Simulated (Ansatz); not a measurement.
System: sum formula SiNH3Cl3, charge 1, multiplicity 1. It need not be the lowest isomer of its formula. 
Coordinates optimised at B3LYP-D3(BJ)/def2-TZVP (Ansatz, a program for electronic structure):
```
Si
N 1 1.8894
H 2 1.0241 1 111.39
H 2 1.0241 3 107.48 1 122.28
H 2 1.0241 3 107.48 4 115.43
Cl 1 1.9977 2 103.19 3 60.00
Cl 1 1.9977 2 103.19 3 -180.00
Cl 1 1.9977 2 103.19 3 -60.00
```
Charge +1, spin multiplicity 1.

Total electronic energies in hartree. Valence correlation only, unless marked. No spin-orbit coupling. Non-relativistic unless marked X2C. CBS marks a two-point X^-3 extrapolation of the correlation energy; Hartree-Fock from the larger set.

| level | program | energy (Eh) |
|---|---|---|
| B97M-V/def2-TZVPD | Ansatz | (withheld) |
| B3LYP-D3(BJ)/def2-TZVPD | Ansatz + dftd3 | -1726.73110 |
| B3LYP-D4/def2-TZVPD | Ansatz + dftd4 | -1726.72849 |
| CAM-B3LYP/def2-TZVPD | Ansatz | (withheld) |
| wB97M-V/def2-TZVPD | Ansatz | -1726.55128 |
| B2PLYP-D4/def2-TZVPD | Ansatz + dftd4 | -1726.10696 |
| B2PLYP/def2-TZVPD | Ansatz | -1726.09988 |
| MP2/cc-pV(D+d)Z | Ansatz | -1724.27088 |
| MP2/cc-pV(T+d)Z | Ansatz | -1724.57479 |
| CCSD/cc-pV(D+d)Z | Ansatz | -1724.32320 |
| CCSD/cc-pV(T+d)Z | Ansatz | -1724.63151 |
| CCSD(T)/STO-3G | Ansatz | -1704.94965 |
| CCSD(T)/cc-pV(D+d)Z | Ansatz | -1724.34227 |
| X2C-CCSD(T)/cc-pVTZ-DK | Ansatz | -1729.51611 |
| CCSD(T)/CBS(cc-pV(T+d)Z,cc-pV(Q+d)Z) | Ansatz | -1724.8322 |

### Question
Complete the blanks.

### Answer

- B97M-V/def2-TZVPD, energy (Eh): -1726.21792
- CAM-B3LYP/def2-TZVPD, energy (Eh): -1726.67377
